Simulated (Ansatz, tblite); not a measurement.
Removing an electron: (H2In-mu-AsH2)2 (In₂As₂H₈). Charge 0, multiplicity 1. Geometry: PBE0-D4/def2-SVP. Ansatz, gas phase; energy differences of separate SCF runs; the oxidised species was run as a doublet alone.

```xyz
12

In   -0.4326   -2.0454   -0.0290
H     0.7560   -3.0547    0.7027
H    -1.9241   -2.4644   -0.7817
As    0.8238   -0.1528   -1.5454
In    0.4274    2.0466    0.0261
H    -0.7652    3.0501   -0.7070
H     1.9178    2.4724    0.7773
As   -0.8218    0.1524    1.5465
H     0.3124   -0.0270   -2.9601
H     2.2685   -0.4523   -1.8646
H    -0.2985    0.0237    2.9566
H    -2.2637    0.4515    1.8785
```

In the def2 sets In takes a core potential; there is no spin–orbit coupling. The xTB rows come from tblite. LC-ωPBE has ω = 0.4 bohr⁻¹.

```
            level  −HOMO (eV)  vertical IE (eV)  −LUMO (eV)  HOMO–LUMO gap (eV)
         GFN1-xTB        9.83             12.12        5.72                4.11
 PBE-D4/def2-TZVP        6.05              8.29        1.67                4.37
LC-ωPBE/def2-TZVP        9.45              8.95       -0.72               10.17
```

Q: Estimate the rows for GFN2-xTB, PBE0-D4/def2-TZVP.

A: 
```csv
level,−HOMO (eV),vertical IE (eV),−LUMO (eV),HOMO–LUMO gap (eV)
GFN2-xTB,10.28,12.53,6.11,4.16
PBE0-D4/def2-TZVP,7.03,8.61,1.02,6.01
```

Relaxing the oxidised species (PBE0-D4/def2-SVP) changes its energy by -0.58 eV at PBE0-D4/def2-TZVP, so the adiabatic ionisation energy to this nearest minimum is 8.03 eV. At PBE-D4/def2-TZVP it is 7.93 eV.   Raw xTB energy differences between charge states are shifted by several eV; the methods need an empirical correction for them.
